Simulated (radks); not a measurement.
Results of a calculation; reference values are marked as such.
The cerium ion Ce19+, configuration [Kr] 4d3 (the NIST ground configuration).

Code: a radial shooting solver on a logarithmic mesh with Libxc functionals. Model: Dirac Kohn-Sham, exchange-only PBE, spin-unpolarised, spherical densities, finite nucleus; open shells fill j = l - 1/2 first; Fermi nuclear charge, rms radius 4.8771 fm.

Energy parts (Ry):
total: -17437.9205
kinetic: 18734.4443
electron-nucleus: -41098.1538
Hartree: 5306.5048
exchange: -380.7158

Orbitals (lengths in bohr, moments of r in powers of bohr):
| orbital | occ. | eigenvalue (Ry) | <r> | <1/r> |
|---|---|---|---|---|
| 1s1/2 | 2 | -2992.898 | 0.02457 | 63.34 |
| 2s1/2 | 2 | -509.0209 | 0.1047 | 14.94 |
| 2p1/2 | 2 | -482.6907 | 0.08790 | 14.92 |
| 2p3/2 | 4 | -449.8378 | 0.09409 | 13.52 |
| 3s1/2 | 2 | -136.2707 | 0.2769 | 5.420 |
| 3p1/2 | 2 | -125.1590 | 0.2664 | 5.336 |
| 3p3/2 | 4 | -118.6173 | 0.2783 | 4.986 |
| 3d3/2 | 4 | -99.30568 | 0.2489 | 4.855 |
| 3d5/2 | 6 | -97.89014 | 0.2526 | 4.766 |
| 4s1/2 | 2 | -51.74635 | 0.6017 | 2.389 |
| 4p1/2 | 2 | -47.42962 | 0.6102 | 2.309 |
| 4p3/2 | 4 | -45.76567 | 0.6306 | 2.201 |
| 4d3/2 | 3 | -38.57861 | 0.6449 | 2.055 |
| 4d5/2 | 0 | -38.24730 | 0.6509 | 2.029 |

The highest occupied level is 4d3/2 at -524.89 eV. For comparison, the ionisation energy in NIST's Atomic Spectra Database is 543 eV (theoretical). In exact Kohn-Sham theory the highest level is minus the ionisation energy, but local and semilocal functionals leave it too shallow, through self-interaction and a potential that decays too fast; potentials with the right tail come closer. The electron density at the nucleus is 3.83e+05 e/bohr^3. Summed over all electrons, <r^2> = 6.410 bohr^2, which gives a Langevin (diamagnetic) susceptibility term of -5.08 x 10^-6 cm^3/mol. The density falls to 0.001 e/bohr^3 at r = 1.59 bohr.

Beside tabulated values, note that spin-unpolarised runs miss the spin-polarisation part of the exchange energy of open shells.
